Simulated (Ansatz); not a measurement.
Compare A (`CC[C@@H]1CCC[C@H]1C`) with its isomer B (`CC(C)=CC(C)(C)C`).

Calculated with Ansatz (gas phase, PBE0-D4/def2-TZVP geometries, no zero-point term in ΔE). CCSD(T)/CBS is the MP2 limit (def2-TZVPP, def2-QZVPP) plus CCSD(T) − MP2 in def2-TZVPP, frozen cores. DFT in def2-TZVPP. Each species was taken in one conformer, which may not be the lowest.

A:

```xyz
24

C    -0.501   -1.194   -2.554
C    -0.917   -0.236   -1.449
C     0.113   -0.101   -0.342
C     0.389   -1.401    0.424
C     0.862   -0.978    1.831
C     0.746    0.551    1.862
C    -0.254    0.893    0.763
C    -0.240    2.349    0.345
H    -0.357   -2.207   -2.172
H     0.441   -0.877   -3.012
H    -1.254   -1.242   -3.344
H    -1.863   -0.572   -1.006
H    -1.115    0.749   -1.884
H     1.057    0.249   -0.789
H     1.116   -2.036   -0.086
H    -0.537   -1.981    0.492
H     0.227   -1.428    2.598
H     1.881   -1.309    2.039
H     1.709    1.011    1.611
H     0.453    0.939    2.840
H    -1.263    0.633    1.118
H     0.748    2.629   -0.036
H    -0.972    2.555   -0.440
H    -0.469    3.006    1.188
```

B:

```xyz
24

C    -1.594   -1.366   -0.678
C    -0.731   -1.201    0.534
C    -0.990   -2.225    1.597
C     0.198   -0.262    0.720
C     0.650    0.871   -0.183
C    -0.490    1.856   -0.460
C     1.760    1.631    0.546
C     1.229    0.344   -1.499
H    -1.421   -0.619   -1.448
H    -1.434   -2.354   -1.124
H    -2.652   -1.324   -0.397
H    -2.032   -2.185    1.933
H    -0.345   -2.080    2.465
H    -0.826   -3.238    1.213
H     0.725   -0.306    1.672
H    -0.126    2.698   -1.057
H    -0.891    2.252    0.476
H    -1.314    1.393   -1.003
H     2.125    2.463   -0.061
H     2.607    0.974    0.763
H     1.398    2.038    1.495
H     2.055   -0.345   -1.307
H     0.487   -0.187   -2.096
H     1.612    1.173   -2.102
```

Which isomer does CCSD(T)/CBS put lower? Give the gap. (Estimate.)

Computed: A, by 14.3 kcal/mol.

Give E(B) − E(A) in kcal/mol with MP2/def2-TZVPP, ωB97M-V, CCSD/def2-TZVPP, CCSD(T)/def2-TZVPP, HF/def2-TZVPP, PBE0-D4, LDA (SPW92). (An estimate is asked.)

The calculation gave: MP2/def2-TZVPP 15.2, ωB97M-V 15.4, CCSD/def2-TZVPP 15.3, CCSD(T)/def2-TZVPP 14.3, HF/def2-TZVPP 14.4, PBE0-D4 17.4, LDA (SPW92) 18.3. None reverses the order clearly.

Largest T1 diagnostic: 0.009.

Leaving LDA and LC-ωPBE aside and taking each functional with its dispersion term where it has one, the values, not all of them listed here, spread over 10.3 kcal/mol, from BLYP-D4 to PBE-QIDH. LDA lies +4.0 kcal/mol from PBE without D4. At CCSD(T), def2-SVP lies +1.3 kcal/mol from the extrapolated value and def2-TZVPP −0.0 kcal/mol.
